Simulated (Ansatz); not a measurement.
Input for Ansatz (a quantum-chemistry and plane-wave program): R-r2SCAN/def2-TZVPP on BeFH (SMILES [BeH][F]), atoms moved off the minimum.

Ansatz 0.2 input:
```yaml
crystal:
  periodic: [false, false, false]
  atoms:
    - {symbol: Be, position_ang: [-0.05659750, -0.06558600, -0.76310158]}
    - {symbol: H, position_ang: [0.14734277, 0.05538933, -2.07061412]}
    - {symbol: F, position_ang: [-0.07221387, 0.02614566, 0.62451194]}
basis:
  gaussian:
    orbitals: def2-TZVPP
hamiltonian:
  xc: {name: r2SCAN}
scf: {lower_state_search: off}
output: {forces: true}
```

Program output:

```
WARN ansatz: RAYON_NUM_THREADS=1 ignored (pool sized by the plan → 1); use --threads N
Functional definition: r2SCAN
these checks for a lower state are left out or cut short: stability, starts, cluster_reference, orbital_swaps, neighbouring_geometries, increment
integrals: 0.01 GiB planned
356 factors; their error is unknown
mean field: 0.10 GiB planned
mean field evaluation 1: about -3133.6979 eV, gradient 3.9e1 eV
mean field evaluation 2: about -3125.3716 eV, gradient 8.5e1 eV
mean field evaluation 4: about -3135.9649 eV, gradient 1.0e0 eV
mean field evaluation 8: about -3135.9649 eV, gradient 1.5e-2 eV
mean field evaluation 16: about -3135.9649 eV, gradient 2.0e-6 eV
mean field -3135.96485839 eV, -115.2445829125 hartree, gradient 2.0e-6 eV, S^2 0.000000; 0 other end points of the search recorded, 0 dependent functions left out
the calculation of the forces begins
reference -3135.96487653 eV, -115.2445835790 hartree; 7, 7 occupied and 57, 57 virtual orbitals, 356 factors
Total energy: -3135.96487653 eV, -115.2445835790 hartree
Atom 0 at    -0.056598    -0.065586    -0.763102 Å, force     0.281818     0.352504     0.555824 eV/Å
Atom 1 at     0.147343     0.055389    -2.070614 Å, force    -0.144002    -0.161997    -0.052971 eV/Å
Atom 2 at    -0.072214     0.026146     0.624512 Å, force    -0.137816    -0.190506    -0.502853 eV/Å
Dipole moment:    -0.072155    -0.090718    -0.148241 e Å
Checks for a lower state left out: stability, starts, cluster_reference, orbital_swaps, neighbouring_geometries, increment
```

Self-consistency was reached.

Cost: roughly 1.2 core-seconds.
